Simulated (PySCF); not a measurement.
How methods differ on the ionisation energy of Tb(2+)

Tb(2+) [Xe] 4f9 [4f5/2^6 4f7/2^3, M_J = 15/2] → Tb(3+) [Xe] 4f8 [4f5/2^6 4f7/2^2, M_J = 6], as a difference of total energies. All numbers are calculated (PySCF 2.14, the two-component X2C-1e Hamiltonian, in x2c-QZVPPall-2c (16s16p12d6f4g1h, 213 functions)). Correlated levels: [Ar] 3d10 frozen; the 40 highest virtual spinors dropped. "Screened" scales the spin-orbit matrix elements by Boettger's factors to mimic the two-electron term; Breit and QED terms are absent.

```csv
method,ionisation energy (eV)
GHF (spin-free),17.665
GMP2 (spin-free),22.293
GHF (screened spin-orbit),17.765
GMP2 (screened spin-orbit),22.407
```

Question: How much does correlation contribute at GMP2 (screened spin-orbit)?

Answer: 22.407 − (17.765) = 4.642 eV, measured against GHF (screened spin-orbit).

The spin-free rows relax to the high-spin LS determinant and lack the spin-orbit shift.

The labels give the starting determinants; with spin-orbit coupling the two ends relaxed to ⟨J²⟩ = 63.78, ⟨L²⟩ = 30.56, ⟨S²⟩ = 8.64 and ⟨J²⟩ = 42.02, ⟨L²⟩ = 12.34, ⟨S²⟩ = 11.89.

For comparison: 21.82 ± 0.03 eV (semi-empirical (NIST evaluation); NIST Atomic Spectra Database, ionization energies).
